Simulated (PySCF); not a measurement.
# N²⁺ (nitrogen, charge +2) across methods

[He] 2s1 2p2, high-spin 4P determinant (an excited configuration). Calculation: PySCF 2.14, in dyall-av3z; the non-relativistic Hamiltonian (point nucleus).

```json
{"method": "BP86", "E (hartree)": "-52.7049", "mean ε 1s β (eV)": "-420.88", "mean ε 2s α (eV)": "-50.931", "mean ε 2p α (eV)": "-39.451", "Σ⟨r²⟩ (bohr²)": "4.832", "⟨S²⟩": "3.750"}
{"method": "LDA", "E (hartree)": "-52.2406", "mean ε 1s β (eV)": "-416.98", "mean ε 2s α (eV)": "-50.575", "mean ε 2p α (eV)": "-39.280", "Σ⟨r²⟩ (bohr²)": "4.874", "⟨S²⟩": "3.750"}
{"method": "M06-L", "E (hartree)": "-52.7264", "mean ε 1s β (eV)": "-425.33", "mean ε 2s α (eV)": "-51.780", "mean ε 2p α (eV)": "-39.913", "Σ⟨r²⟩ (bohr²)": "4.778", "⟨S²⟩": "3.750"}
{"method": "r2SCAN", "E (hartree)": "-52.7182", "mean ε 1s β (eV)": "-424.83", "mean ε 2s α (eV)": "-52.102", "mean ε 2p α (eV)": "-40.270", "Σ⟨r²⟩ (bohr²)": "4.800", "⟨S²⟩": "3.750"}
{"method": "TPSSh", "E (hartree)": "-52.7261", "mean ε 1s β (eV)": "-427.21", "mean ε 2s α (eV)": "-52.504", "mean ε 2p α (eV)": "-40.600", "Σ⟨r²⟩ (bohr²)": "4.818", "⟨S²⟩": "3.750"}
{"method": "PBE", "E (hartree)": "-52.6529", "mean ε 1s β (eV)": "-420.27", "mean ε 2s α (eV)": "-50.878", "mean ε 2p α (eV)": "-39.437", "Σ⟨r²⟩ (bohr²)": "4.847", "⟨S²⟩": "3.750"}
{"method": "wB97M-V", "E (hartree)": "-52.7128", "mean ε 1s β (eV)": "-434.07", "mean ε 2s α (eV)": "-55.905", "mean ε 2p α (eV)": "-44.075", "Σ⟨r²⟩ (bohr²)": "4.865", "⟨S²⟩": "3.750"}
{"method": "UHF", "E (hartree)": "-52.63192", "mean ε 1s β (eV)": "-461.21", "mean ε 2s α (eV)": "-62.576", "mean ε 2p α (eV)": "-49.010", "Σ⟨r²⟩ (bohr²)": "4.792", "⟨S²⟩": "3.750"}
{"method": "PBE0", "E (hartree)": "-52.6691", "mean ε 1s β (eV)": "-430.70", "mean ε 2s α (eV)": "-53.906", "mean ε 2p α (eV)": "-41.934", "Σ⟨r²⟩ (bohr²)": "4.824", "⟨S²⟩": "3.750"}
```
